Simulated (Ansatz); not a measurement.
A nudged elastic band was laid between two geometries of Cl3H2NZr + H4Si (12 atoms, charge 0, multiplicity 1).

Computed with RHF/def2-SVP in Ansatz 0.2.0.

| Property | Result |
| --- | --- |
| movable images | 5 |
| climbing image | yes |
| spring | 2.0 to 10.0 eV/Å², energy-weighted |
| optimiser | quadratic models (default) |
| start path | through a guess of the saddle point |
| force threshold | 0.05 eV/Å |
| iteration limit | 60 |
| end points | relaxed |

Initial state:

```xyz
12
Properties=species:S:1:pos:R:3
Zr -0.382 0.752 0.044
N -0.523 0.777 2.033
H -1.233 1.258 2.562
H 0.101 0.307 2.671
Cl 1.838 1.341 -0.568
Cl -1.998 2.294 -0.745
Cl -0.817 -1.452 -0.751
Si 2.125 -3.371 1.465
H 1.002 -4.334 1.500
H 2.591 -3.178 0.076
H 3.239 -3.876 2.301
H 1.669 -2.070 2.017
```

Final state:

```xyz
12
Properties=species:S:1:pos:R:3
Zr 0.522 -0.140 0.028
N -0.720 -0.587 2.076
H -1.520 0.026 2.141
H -0.169 -0.436 2.908
Cl 1.991 -0.012 -1.835
Cl 0.833 1.989 1.091
Cl -1.531 -0.883 -0.969
Si 2.091 -2.193 1.098
H 1.540 -2.705 2.392
H 2.170 -3.357 0.175
H 3.474 -1.724 1.378
H -1.071 -1.531 2.121
```

Q: What changes between the two ends?

A: Bonds broken: Si8–H12. Bonds formed: Zr1–Si8, N2–H12. Cl3H2NZr + H4Si becomes Cl3H6NSiZr.

Q: Give the energies along the band, and the barrier.

A: The forces met the threshold. The highest image is number 2 of 0 to 6, 2.46 eV above the first end and 2.15 eV above the last; the last end lies 0.31 eV above the first. Neighbouring images differ by up to 1.9 eV, so the band resolves the path poorly. The order of the point at the top wasn't checked. The orbitals stay closed-shell, which can raise the energy where a bond breaks towards radicals; this wasn't checked here.

```
image  path coordinate (Å)  energy (eV)  Si8–H12 (Å)  Zr1–Si8 (Å)  N2–H12 (Å)
    0                 0.00         0.00         1.48         5.03        3.59
    1                 2.98         0.54         1.49         3.52        2.21
    2                 3.82         2.46         1.91         3.13        1.34
    3                 4.52         1.31         2.39         2.93        1.01
    4                 5.72         0.66         2.84         2.81        1.01
    5                 7.84         0.50         2.88         2.80        1.01
    6                10.41         0.31         3.39         2.80        1.01
```

Q: What is the geometry of the highest image?

A: 
```xyz
12
Properties=species:S:1:pos:R:3
Zr 0.130 -0.061 0.102
N -0.040 0.025 2.237
H -0.850 -0.284 2.752
H 0.457 0.719 2.776
Cl 2.265 0.705 -0.571
Cl -1.252 1.808 -0.448
Cl -1.054 -1.765 -1.054
Si 1.609 -2.571 1.234
H 0.731 -3.723 1.569
H 2.190 -2.810 -0.112
H 2.735 -2.550 2.211
H 0.689 -1.045 1.910
```

Run time: 4.6 min on 4 threads of Arm Neoverse V1, on a shared host, peak memory 0.47 GiB.
